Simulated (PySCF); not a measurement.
## Correlation energy of Ta²⁺ (tantalum, charge +2)

[Xe] 4f14 5d3, high-spin 4F determinant. Calculation: PySCF 2.14, in def2-TZVPPD with the def2 core potential (60 electrons); scalar relativity through the core potential. Frozen: 5s2 5p6; 3 electrons correlated.

```tsv
level	correlation energy (mhartree)
CCSD	-16.51
(T)	-0.08
CCSD(T)	-16.59
```

Diagnostics: T1 = 0.0017, D1 = 0.0024, largest double amplitude 0.020.

Question: Is a single reference adequate?

Answer: Yes, within this model without spin-orbit coupling: T1 lies below 0.03 and no double amplitude reaches 0.07.
